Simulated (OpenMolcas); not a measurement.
# OpenMolcas run: Te I

Input:

```
&GATEWAY
Coord
1

Te 0.0 0.0 0.0
Basis=ANO-R2
Group=XYZ
NoMove
AngMom=0.0 0.0 0.0
AMFI
&SEWARD
&RASSCF
FileOrb=start.orb
Symmetry=1
Spin=3
nActEl=6 0 0
Inactive=14 9
Ras2=1 3
CIRoot=3 3 1
SDav=3
CIMx=300
Iter=120 100
PrWF=0.3
OrbListing=Nothing
MaxOrb=0
Atom
>>> COPY $Project.JobIph JOBPRE
&RASSCF
FileOrb=start.orb
Symmetry=1
Spin=3
nActEl=6 0 2
Inactive=14 9
Ras2=1 3
Ras3=5 0
CIRoot=3 3 1
SDav=333
CIMx=300
Iter=120 100
PrWF=0.3
OrbListing=Nothing
MaxOrb=0
Thrs=2.0e-7 1.0e-1 5.0e-4
Atom
>>> COPY $Project.JobIph JOB001
&RASSCF
FileOrb=start.orb
Symmetry=1
Spin=1
nActEl=6 0 2
Inactive=14 9
Ras2=1 3
Ras3=5 0
CIRoot=6 6 1
SDav=292
CIMx=300
Iter=120 100
PrWF=0.3
OrbListing=Nothing
MaxOrb=0
Thrs=2.0e-7 1.0e-1 5.0e-4
Atom
>>> COPY $Project.JobIph JOB002
&RASSCF
FileOrb=start.orb
Symmetry=2
Spin=3
nActEl=6 0 2
Inactive=14 9
Ras2=1 3
Ras3=5 0
CIRoot=3 3 1
SDav=378
CIMx=300
Iter=120 100
PrWF=0.3
OrbListing=Nothing
MaxOrb=0
Thrs=2.0e-7 1.0e-1 5.0e-4
Atom
>>> COPY $Project.JobIph JOB003
&RASSI
NrOfJobIphs=3 3 6 3
1 2 3
1 2 3 4 5 6
1 2 3
IphNames
JOB001
JOB002
JOB003
EJob
SpinOrbit
DIPRint=1.0
SOCoupling=1000.0
Subsets=2
MEES
Property=10
'ANGMOM' 1 'ANGMOM' 2 'ANGMOM' 3 'MLTPL  1' 1 'MLTPL  1' 2 'MLTPL  1' 3
'AMFI' 1 'AMFI' 2 'AMFI' 3 'MLTPL  2' 6
SOProperty=3
'ANGMOM' 1 'ANGMOM' 2 'ANGMOM' 3
```

A driver script runs the steps one by one and writes start.orb anew before each from the orbitals found so far.

Output, cut to the results:

```
--- SEWARD ---
Basis set label: TE.ANO-R...7S6P4D2F1G.

      Electronic valence basis set:
      ------------------
      Associated Effective Charge  52.000000 au
      Associated Actual Charge     52.000000 au
      Nuclear Model: Finite nucleus - Gaussian distribution
        Gaussian exponent, Xi/bohr**(-2):  1.81931E+08

      Shell  nPrim  nBasis  Cartesian Spherical Contaminant
         s      23       7        X
         p      18       6        X
         d      12       4                 X
         f       6       2                 X
         g       5       1                 X
                  Relativistic X2C integrals
                  Atomic mean-field integrals
--- RASSCF ---
Wave function specifications:
      -----------------------------

      Number of closed shell electrons          46
      Number of electrons in active shells       6
      Max number of holes in RAS1 space          0
      Max nr of electrons in RAS3 space          2
      Number of inactive orbitals               23
      Number of active orbitals                  9
      Number of secondary orbitals              36
      Spin quantum number                      1.0
      State symmetry                             1
Orbital specifications:
      -----------------------

      Symmetry species                           1   2
                                                ag  au
      Frozen orbitals                            0   0
      Inactive orbitals                         14   9
      Active orbitals                            6   3
      RAS1 orbitals                              0   0
      RAS2 orbitals                              1   3
      RAS3 orbitals                              5   0
      Secondary orbitals                        16  20
      Deleted orbitals                           0   0
      Number of basis functions                 36  32
      Number of CSFs                           333
      Number of root(s) required                 3
      Iter CI   SX   CI       RASSCF       Energy    max ROT     max BLB   max BLB  Level Ln srch  Step   QN
          iter iter root      energy       change     param      element    value   shift minimum  type update
 Nr of preliminary CI iterations:   1
      Total energies have been shifted. Add                -6000.00 au
        1   1    3    0  -790.99263822    0.00E+00  -1.94E-06   15  22 1  2.38E-06   0.00   0.00    SX    NO
        2   1    2    0  -790.99263822   -2.18E-11   3.67E-07   10  17 1 -4.17E-07   0.00   0.00    SX    NO
        3   1    2    0  -790.99263822    1.91E-11  -8.22E-08   15  22 1  1.42E-07   0.00   0.00    SX    NO
        4   1    2    0  -790.99263822   -1.64E-11   1.44E-08   11  23 1 -4.10E-08   0.00   0.00    SX    NO
      Convergence after  4 iterations
        5   1    2    0  -790.99263822    0.00E+00   1.44E-08   11  23 1  3.03E-08   0.00   0.00    SX    NO
      Natural orbitals and occupation numbers for root  1
      sym 1:   1.975351   0.014661   0.010585   0.010585   0.013668   0.013668
      sym 2:   1.968069   0.996706   0.996706
      Natural orbitals and occupation numbers for root  2
      sym 1:   1.975351   0.010585   0.014661   0.013668   0.013668   0.010585
      sym 2:   0.996706   1.968069   0.996706
      Natural orbitals and occupation numbers for root  3
      sym 1:   1.975351   0.014661   0.010585   0.013668   0.010585   0.013668
      sym 2:   0.996706   0.996706   1.968069
::    RASSCF root number  1 Total energy:  -6790.99263822
::    RASSCF root number  2 Total energy:  -6790.99263822
::    RASSCF root number  3 Total energy:  -6790.99263822
--- RASSCF ---
Wave function specifications:
      -----------------------------

      Number of closed shell electrons          46
      Number of electrons in active shells       6
      Max number of holes in RAS1 space          0
      Max nr of electrons in RAS3 space          2
      Number of inactive orbitals               23
      Number of active orbitals                  9
      Number of secondary orbitals              36
      Spin quantum number                      0.0
      State symmetry                             1
Orbital specifications:
      -----------------------

      Symmetry species                           1   2
                                                ag  au
      Frozen orbitals                            0   0
      Inactive orbitals                         14   9
      Active orbitals                            6   3
...
--- RASSI ---
SPIN-FREE ENERGIES:
  (Shifted by EMIN (a.u.) =      -6790.9926382172)

 SF State       Relative EMIN(au)   Rel lowest level(eV)    D:o, cm**(-1)      L_eff

     1             0.0000000000        0.0000000000              0.0000         1.0
     2             0.0000000000        0.0000000000              0.0000         1.0
     3             0.0000000000        0.0000000000              0.0000         1.0
     4             0.0404964292        1.1019639779           8887.9389         2.0
     5             0.0404964292        1.1019639779           8887.9389         2.0
     6             0.0404964292        1.1019639779           8887.9389         2.0
     7             0.0404964292        1.1019639779           8887.9389         2.0
     8             0.0404964292        1.1019639779           8887.9389         2.0
     9             0.0907784063        2.4702062760          19923.5573         0.0
    10             0.3096586665        8.4262415790          67962.2217         1.0
    11             0.3096586665        8.4262415790          67962.2217         1.0
    12             0.3096586665        8.4262415790          67962.2217         1.0
     Dipole printing threshold changed to   1.00000000E+00

++ Dipole transition strengths (spin-free states):
   -----------------------------------------------
     for osc. strength at least  1.00000000E+00

  ( Max oscillator strength is only    4.4605751246341710E-002 )
--
Eigenvalues of complex Hamiltonian:
   -----------------------------------
  (Shifted by EMIN (a.u.) =      -6790.9926382172)

 SO State       Relative EMIN(au)   Rel lowest level(eV)    D:o, cm**(-1)     J-value

     1            -0.0107587519        0.0000000000              0.0000         1.3
     2            -0.0107587519        0.0000000000              0.0000         1.8
     3            -0.0107587519        0.0000000000              0.0000         1.8
...
```

The J values that RASSI prints are effective ones from its own formula and need not be integers or half-integers; the table below assigns J from the states.

Levels above the lowest, from the spin-orbit matrix, grouped by J:

```tsv
Configuration	Term	J	E (cm-1)	Measured (cm-1)	g	Term weight %	Second
5s2 5p4	3P	2	0.0	0.0	1.477	95	5 1D
5s2 5p4	3P	1	4151	4751	1.501	100	
5s2 5p4	3P	0	4530	4706		93	7 1S
5s2 5p4	1D	2	11821	10558	1.024	95	5 3P
5s2 5p4	1S	0	23695	23198		93	7 3P
5s 5p5	3P*	2	68608		1.501	100	
5s 5p5	3P*	1	72039		1.501	100
```

Against the 4 measured excited levels shown (NIST Handbook of Basic Atomic Spectroscopic Data) the mean absolute deviation is 630 cm-1; the largest miss in energy is 5s2 5p4 1D2: computed 11821, measured 10558 cm-1 (+12.0 %).

Active for correlation alone: 5d; no level in the range computed is led by a configuration that fills it, so any true level of that kind is missing. Some terms mix strongly with configurations of 5d, whose occupation reaches 0.23 (5s 5p5 3P*). Computed and measured levels are paired by configuration, term and J; levels that our copy of the source lacks, or whose pairing is in doubt (as where it misses far off the trend of its configuration), stay unpaired and out of the deviations. Levels of configurations outside the active space are missing. The first state left out of the spin-orbit step lies near 91000 cm-1 above the lowest spin-free state of the reference (among the parities and spins computed), and the list stops at four fifths of that energy or lower. Levels above the ionisation energy that NIST lists (9.01 eV) are left out.

The term weight is that of the spin-free term in the level, not the purity of its configuration. * marks odd parity.
